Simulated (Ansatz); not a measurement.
C$_{4}$H$_{9}$Al, SMILES `C=[C](C)[AlH][CH3]`. Charge 0, multiplicity 1. All single points use the PBE0-D4/def2-TZVP geometry. It is one conformer, not always the lowest.

```xyz
14

C     0.352   -2.164   -0.286
C     0.306   -0.889    0.115
C     1.061   -0.444    1.333
Al   -0.788    0.294   -0.987
C    -0.971    2.193   -0.569
H     0.929   -2.923    0.246
H    -0.185   -2.510   -1.166
H     1.781    0.344    1.088
H     0.388   -0.014    2.083
H     1.609   -1.267    1.803
H    -1.507   -0.377   -2.239
H    -1.719    2.699   -1.183
H    -0.017    2.712   -0.720
H    -1.238    2.345    0.482
```

(1) What is the dipole moment at ωB97M-V/def2-TZVPP? (Estimate.)

(2) And with PBE, r2SCAN, B3LYP? (An estimate is asked.)

(3) Give the Mulliken charges with ωB97M-V, r2SCAN, B3LYP in def2-TZVPP. (Best estimate.)

Answers

(1) Ansatz gave: 0.86 D, with components (0.35, 0.44, 0.65) D in this frame, pointing from negative to positive charge.

(2) Ansatz gave: PBE 0.93 D, r2SCAN 0.93 D, B3LYP 0.86 D.

(3) Ansatz gave: 
```json
{"atom": "C1", "ωB97M-V": "-0.22", "r2SCAN": "-0.13", "B3LYP": "-0.22"}
{"atom": "C2", "ωB97M-V": "-0.17", "r2SCAN": "-0.21", "B3LYP": "-0.13"}
{"atom": "C3", "ωB97M-V": "-0.28", "r2SCAN": "-0.11", "B3LYP": "-0.21"}
{"atom": "Al4", "ωB97M-V": "0.48", "r2SCAN": "0.54", "B3LYP": "0.46"}
{"atom": "C5", "ωB97M-V": "-0.52", "r2SCAN": "-0.39", "B3LYP": "-0.45"}
{"atom": "H6", "ωB97M-V": "0.09", "r2SCAN": "0.05", "B3LYP": "0.08"}
{"atom": "H7", "ωB97M-V": "0.10", "r2SCAN": "0.08", "B3LYP": "0.11"}
{"atom": "H8", "ωB97M-V": "0.11", "r2SCAN": "0.05", "B3LYP": "0.08"}
{"atom": "H9", "ωB97M-V": "0.11", "r2SCAN": "0.05", "B3LYP": "0.08"}
{"atom": "H10", "ωB97M-V": "0.09", "r2SCAN": "0.03", "B3LYP": "0.07"}
{"atom": "H11", "ωB97M-V": "-0.12", "r2SCAN": "-0.15", "B3LYP": "-0.15"}
{"atom": "H12", "ωB97M-V": "0.12", "r2SCAN": "0.07", "B3LYP": "0.10"}
{"atom": "H13", "ωB97M-V": "0.11", "r2SCAN": "0.06", "B3LYP": "0.09"}
{"atom": "H14", "ωB97M-V": "0.11", "r2SCAN": "0.06", "B3LYP": "0.09"}
```

B3LYP here is the variant with VWN-RPA as its local correlation; programs differ in this.
